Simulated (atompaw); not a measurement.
antimony: variants of one PAW (atompaw) potential

Base potential:

- Element: antimony (Sb)
- Generator: atompaw 4.2.0.5
- Type: PAW
- Functional: PBEsol
- Relativity: scalar-relativistic
- Frozen core: [Kr] 4d10
- Valence charge: 5
- Reference configuration: 5s2 5p3
- Partial waves: 5s (bound): rc 1.95 bohr; 5s channel at 2.25 Ry: rc 2.75 bohr; 5p (bound): rc 2.45 bohr; 5p channel at 3.75 Ry: rc 2.45 bohr; 5d channel at 0.05 Ry: rc 2.75 bohr; 5d channel at 0.65 Ry: rc 2.75 bohr
- Local potential: bessel scheme, radius 2.50 bohr
- Core correction: smooth core density matched at 2.55 bohr
- Augmentation charge: sinc compensation charge, radius 2.20 bohr; PAW radius 2.75 bohr; waves and projectors: custom polynom vanderbiltortho

Cutoffs, loose and tight: the cutoffs (Ry, on a coarse ladder) from which the occupation-weighted sum of valence levels, in a spherical-Bessel basis at the reference potential, stays within 10 and 1 mRy of its value at 400 Ry. They see the waves, projectors and local potential, not the compensation charge or the core. A dash means not determined.

```tsv
change	outcome	cutoff, loose	cutoff, tight	bound ghosts
base	generated	12 Ry	21 Ry	none
augmentation sinc compensation charge, radius 1.16 bohr; PAW radius 2.75 bohr; waves and projectors: custom polynom vanderbiltortho	generated, no UPF (negative core plus compensation charge)	12 Ry	21 Ry	none
wave 5d channel at 0.65 Ry: rc 2.75 bohr becomes 5d channel at 0.65 Ry: rc 2.30 bohr	generated	12 Ry	21 Ry	none
removed wave 5d channel at 0.65 Ry: rc 2.75 bohr	generated	12 Ry	21 Ry	none
core correction smooth core density matched at 2.24 bohr	generated	12 Ry	21 Ry	none
wave 5p channel at 3.75 Ry: rc 2.45 bohr becomes 5p channel at 1.11 Ry: rc 2.45 bohr	generated	12 Ry	21 Ry	none
all radii scaled by about 1.30 (s 2.54, p 3.18, d 3.58 bohr); local potential bessel scheme, radius 3.26 bohr; augmentation sinc compensation charge, radius 2.86 bohr; PAW radius 3.58 bohr; waves and projectors: custom polynom vanderbiltortho; core correction smooth core density matched at 3.32 bohr	generated	6 Ry	8 Ry	none
functional PBE; removed wave 5d channel at 0.65 Ry: rc 2.75 bohr	generated	12 Ry	21 Ry	none
wave 5s (bound): rc 1.95 bohr becomes 5s (bound): rc 2.20 bohr	generated	10 Ry	15 Ry	none
```

Problem. What comes out with this change to the base: augmentation sinc compensation charge, radius 2.20 bohr; PAW radius 2.75 bohr; waves and projectors: custom polynom2 7 10 vanderbiltortho?

Solution. outcome: generated; cutoff, loose: 15 Ry; cutoff, tight: 25 Ry; bound ghosts: none.

Problem. What comes out with this change to the base: local potential bessel scheme, radius 1.26 bohr?

Solution. outcome: failed: atompaw: The overlap operator has at least one negative eigenvalue!. Cause: the overlap operator built from these waves and projectors is not positive definite.
